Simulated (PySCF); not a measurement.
## Molecular orbitals of AlTe⁺

r²SCAN at R = 3.124 Å; basis Al def2-SVPD, Te def2-SVPD with ECP28; scalar-relativistic core potentials; PySCF 2.14. State: ³Σ⁻ (triplet), unpaired electrons π ↑↑. Only the outer orbitals are listed, counted within each symmetry, core potentials removing the inner ones.

| spin | orbital | occ. | ε (eV) | on Al (%) | main shells (%) |
| --- | --- | --- | --- | --- | --- |
| α | 7σ | 1 | -22.15 | 1 | 99 Te s |
| α | 8σ | 1 | -13.96 | 67 | 66 Al s, 29 Te p |
| α | 4π | 1 | -12.62 | 1 | 99 Te p |
| α | 4π | 1 | -12.62 | 1 | 99 Te p |
| α | 9σ | 1 | -11.35 | 41 | 60 Te p, 33 Al s |
| α | 5π | 0 | -7.61 | 98 | 98 Al p |
| α | 5π | 0 | -7.61 | 98 | 98 Al p |
| α | 10σ | 0 | -6.41 | 87 | 90 Al p, 13 Te p |
| β | 7σ | 1 | -20.15 | 3 | 97 Te s |
| β | 8σ | 1 | -13.80 | 77 | 76 Al s, 20 Te p |
| β | 9σ | 1 | -10.91 | 38 | 62 Te p, 21 Al s, 16 Al p |
| β | 4π | 0 | -10.03 | 7 | 92 Te p |
| β | 4π | 0 | -10.03 | 7 | 92 Te p |
| β | 5π | 0 | -7.46 | 94 | 94 Al p |

Which are the highest filled and the lowest empty level, where do they sit, and how wide is the gap?

Highest filled β 9σ at -10.91 eV (in %: 62 Te p, 21 Al s, 16 Al p); lowest empty β 4π at -10.03 eV (in %: 92 Te p); the gap at r²SCAN is 0.88 eV.

```
bond order (Mayer)                                                                                                 : 0.51
⟨S²⟩                                                                                                               : 2.010
charge on Al (Mulliken, basis-dependent)                                                                           : 0.71
charge on Al (Löwdin, basis-dependent)                                                                             : 0.62
dipole moment (positive dipole points towards Te; it is taken about the centre of mass and depends on that origin) : -6.07 D
```

Spin–orbit coupling is left out. The state was picked by a PBE0 search and need not be the measured ground state.
